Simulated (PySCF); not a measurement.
# Working out the ionisation energy of Ne²⁺

Ne²⁺ [He] 2s2 2p4 (3P) → Ne³⁺ [He] 2s2 2p3 (4S). Calculation: PySCF 2.14, in aug-cc-pVDZ; no relativity, point nucleus. Frozen: 1s2. Energies in hartree (1 hartree = 27.21139 eV):

```csv
part,Ne²⁺ (lower),Ne³⁺ (upper)
UHF,-126.321875,-124.054083
CCSD correlation,-0.111034,-0.083095
(T),-0.000866,-0.000349
```

Q: What does Hartree-Fock give?

A: (-124.054083) − (-126.321875) = 2.267792 hartree = 61.710 eV.

Q: What do CCSD and CCSD(T) give?

A: The CCSD correlation energies differ by 0.027939 hartree = 0.760 eV and the triples by 0.000517 hartree = 0.014 eV, so CCSD gives 62.470 eV and CCSD(T) 62.484 eV.

A first-order spin-orbit estimate adds 0.036 eV to CCSD(T) (valence), giving 62.520 eV against 63.423 eV (measured; NIST Atomic Spectra Database, ionization energies).

A double-zeta basis recovers only part of the correlation energy.

What remains against the reference includes basis incompleteness, the frozen core and higher excitations.
